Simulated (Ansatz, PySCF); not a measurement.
This Ansatz (a program for electronic structure) input computes a r2SCAN/def2-TZVPD energy:

Ansatz 0.2 input:
```yaml
crystal:
  periodic: [false, false, false]
  atoms:
    - {symbol: B, position_ang: [0.16839656, 0.13790500, -0.48883775]}
    - {symbol: F, position_ang: [1.12695929, -0.44488393, 0.22267439]}
    - {symbol: N, position_ang: [-1.10898947, 0.34994639, 0.00528029]}
    - {symbol: H, position_ang: [-1.83226603, 0.79080338, -0.53444162]}
    - {symbol: H, position_ang: [-1.38942405, 0.07400228, 0.93759890]}
basis:
  gaussian:
    orbitals: def2-TZVPD
hamiltonian:
  xc: {name: r2SCAN}
magnetization: {spin_polarized: true, initial_magnetization: 1}
output: {forces: true}
```

Write an input for the same energy in PySCF and say what it gives.


```python
from pyscf import gto, scf, dft

mol = gto.M(
    atom='''
    B     0.16839656    0.13790500   -0.48883775
    F     1.12695929   -0.44488393    0.22267439
    N    -1.10898947    0.34994639    0.00528029
    H    -1.83226603    0.79080338   -0.53444162
    H    -1.38942405    0.07400228    0.93759890
    ''',
    basis='def2-tzvpd',
    charge=0,
    spin=1,
    verbose=4,
)

mf = dft.UKS(mol, xc='r2scan').density_fit(auxbasis='def2-universal-jkfit')
mf.grids.level = 4
mf.conv_tol = 1e-9
mf.max_cycle = 100
mf.max_memory = 1500
mf.kernel()
if not mf.converged:
    mf = mf.newton()
    mf.kernel(mf.make_rdm1())
for _ in range(2):
    mo, _, stable, _ = mf.stability(return_status=True)
    if stable:
        break
    mf.kernel(mf.make_rdm1(mo, mf.mo_occ))
mf.analyze()
```
It gives -180.66764 Eh, and Ansatz -180.66759 Eh, a difference of 0.05 mEh, from the treatment of integrals and grids.

It need not be the lowest isomer of its formula.
